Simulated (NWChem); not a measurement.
System: SiHSeClF$_{2}$; SMILES [SeH][Si](F)(F)Cl

Here is an NWChem input.

```
start job
memory heap 200 mb stack 900 mb global 1100 mb
geometry units angstroms
  F     -0.977389    -1.447054    -1.044985
  Si    -0.605958    -0.391043     0.093462
  F     -0.660159    -1.362593     1.359699
  Cl    -1.982217     1.021758     0.224946
  Se     1.473120     0.368386    -0.206804
  H      2.072363    -0.942864    -0.237478
end
basis spherical
  * library def2-svp
end
dft
  xc pbe0
  iterations 150
end
driver
  maxiter 120
end
task dft optimize
task dft freq
```

Parts of the log:

```
             Northwest Computational Chemistry Package (NWChem) 7.3.0
             --------------------------------------------------------

 CS  symmetry detected

                             Geometry "geometry" -> ""
                             -------------------------

 Output coordinates in angstroms (scale by  1.889725989 to convert to a.u.)

  No.       Tag          Charge          X              Y              Z
 ---- ---------------- ---------- -------------- -------------- --------------
    1 F                    9.0000    -1.30713885     0.89882283    -1.21349417
    2 Si                  14.0000    -0.31715156     0.58729547     0.00000000
    3 F                    9.0000    -1.30713885     0.89882283     1.21349417
    4 Cl                  17.0000     1.21736937     1.83334075     0.00000000
    5 Se                  34.0000     0.24670933    -1.57407407     0.00000000
    6 H                    1.0000    -1.11477558    -2.04922189     0.00000000

 Effective nuclear repulsion energy (a.u.)     541.3606620763

      Symmetry information
      --------------------

 Group name             Cs
 Group number              2
 Group order               2
 No. of unique centers     5

                                Z-matrix (autoz)
                                --------

 Units are Angstrom for bonds and degrees for angles

      Type          Name      I     J     K     L     M      Value
      ----------- --------  ----- ----- ----- ----- ----- ----------
    1 Stretch                  1     2                       1.59678
    2 Stretch                  2     3                       1.59678
    3 Stretch                  2     4                       1.97671
    4 Stretch                  2     5                       2.23371
    5 Stretch                  5     6                       1.44201
    6 Bend                     1     2     3                98.92229
    7 Bend                     1     2     4               110.99689
    8 Bend                     1     2     5               110.19922
    9 Bend                     2     5     6                94.61709
   10 Bend                     3     2     4               110.99689
   11 Bend                     3     2     5               110.19922
   12 Bend                     4     2     5               114.45542
   13 Torsion                  1     2     5     6         -54.07327
   14 Torsion                  3     2     5     6          54.07327
   15 Torsion                  4     2     5     6         180.00000

                           NWChem Geometry Optimization
                           ----------------------------

[...]

      ----------------------
      Optimization converged
      ----------------------

  Step       Energy      Delta E   Gmax     Grms     Xrms     Xmax
  ---- ---------------- -------- -------- -------- -------- --------
@    6   -3350.30424096 -3.3D-07  0.00006  0.00003  0.00060  0.00148
                                     ok       ok       ok       ok

                                Z-matrix (autoz)
                                --------

 Units are Angstrom for bonds and degrees for angles

[...]

 Rotational Constants
 --------------------
 A=   0.087740 cm-1  (  0.126235 K)
 B=   0.041240 cm-1  (  0.059334 K)
 C=   0.035296 cm-1  (  0.050782 K)

 Temperature                      =   298.15K
 frequency scaling parameter      =   1.0000

 Zero-Point correction to Energy  =   10.406 kcal/mol  (  0.016583 au)
 Thermal correction to Energy     =   14.697 kcal/mol  (  0.023421 au)
 Thermal correction to Enthalpy   =   15.289 kcal/mol  (  0.024365 au)

 Total Entropy                    =   85.510 cal/mol-K
   - Translational                =   41.466 cal/mol-K (mol. weight = 180.8687)
   - Rotational                   =   28.913 cal/mol-K (symmetry #  =        1)
   - Vibrational                  =   15.132 cal/mol-K

 Cv (constant volume heat capacity) =   21.041 cal/mol-K
   - Translational                  =    2.979 cal/mol-K
   - Rotational                     =    2.979 cal/mol-K
   - Vibrational                    =   15.082 cal/mol-K

[normal modes left out]

 ----------------------------------------------------------------------------
 Normal Eigenvalue ||           Projected Infra Red Intensities
  Mode   [cm**-1]  || [atomic units] [(debye/angs)**2] [(KM/mol)] [arbitrary]
 ------ ---------- || -------------- ----------------- ---------- -----------
    1       -0.000 ||    0.000020           0.000         0.019       0.005
    2       -0.000 ||    0.000059           0.001         0.058       0.016
    3        0.000 ||    0.000108           0.002         0.105       0.028
    4        0.000 ||    0.000080           0.002         0.078       0.021
    5        0.000 ||    0.000032           0.001         0.031       0.008
    6        0.000 ||    0.000084           0.002         0.082       0.022
    7      114.605 ||    0.006627           0.153         6.460       1.747
    8      125.416 ||    0.000646           0.015         0.630       0.170
    9      198.952 ||    0.006514           0.150         6.351       1.717
   10      245.811 ||    0.006207           0.143         6.051       1.636
   11      247.359 ||    0.019912           0.459        19.411       5.249
   12      294.353 ||    0.016126           0.372        15.720       4.251
   13      438.755 ||    0.048223           1.113        47.010      12.713
   14      610.053 ||    0.210815           4.864       205.513      55.576
   15      680.671 ||    0.053873           1.243        52.518      14.202
   16      909.945 ||    0.176330           4.068       171.895      46.485
   17      971.381 ||    0.135295           3.121       131.892      35.667
   18     2445.422 ||    0.001843           0.043         1.796       0.486
 ----------------------------------------------------------------------------
```

Level: PBE0/def2-SVP. This build's default masses of Se (78.918 u) and Br (79.917 u) are each other's, which moves their modes by up to 0.6 %.
